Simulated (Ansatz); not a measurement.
Basis-set extrapolation for H6OSSi2 (`[SiH3]O[SiH2]S`) (PBE0-D4/def2-TZVP geometry, frozen core, Ansatz). Multiplicity 1, RHF reference.

```
                       def2-TZVPP    def2-QZVPP
                 HF  -1053.950776  -1053.984942
    MP2 correlation     -0.661655     -0.715929
CCSD(T) correlation     -0.742694       not run
```

Energies in hartree. Use E(X) = E(∞) + A·exp(−7.88·√X) for Hartree–Fock and E(X) = E(∞) + B·X^(−2.97) for correlation, with X = 3 and 4, and add CCSD(T) minus MP2 of the smaller set to the MP2 limit.

Problem. What is the CCSD(T) energy at the basis-set limit?

Solution. HF limit: -1053.984942 + (-0.034166) × 0.13774 = -1053.98965. MP2 limit: -0.715929 + (-0.054274) × 0.74074 = -0.75613. Higher-order term: -0.742694 − (-0.661655) = -0.08104. Total: -1054.82682 hartree, 3.63 eV below CCSD(T)/def2-TZVPP.
